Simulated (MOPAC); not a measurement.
The molecule SiH-, multiplicity 3 (lowest of 2S+1 = 1, 3, 5 at CCSD(T)/def2-TZVPP on PBE0 minima; our sources give no spin for the ground state, which may be another).

Seven points along R, fitted to fifth degree in 1/R; most abundant isotopes. Runs in def2 and cc sets follow the lowest solution found near the PBE0 minimum.

The state that PM6 reach isn't checked.

Run with MOPAC for PM6 (differences of heats of formation). 

Energies at PM6:

```csv
R (Å),E (hartree)
1.452363,0.06507709
1.491405,0.06304302
1.527324,0.06194651
1.567928,0.06155354
1.608531,0.06199997
1.655382,0.06346768
1.710041,0.06632102
```

### Question
With a reduced mass of 0.9728 u, find the minimum, the force constant and the constants.

### Answer
A fifth-degree polynomial in 1/R puts the minimum at r_e = 1.5661 Å with force constant 223 N/m. Then ω_e = (1/2πc)√(k/μ) = 1972 cm⁻¹ and B_e = h/(8π²cμr_e²) = 7.065 cm⁻¹; the cubic and quartic terms give α_e = -0.0013 and ω_e x_e = 26 cm⁻¹.
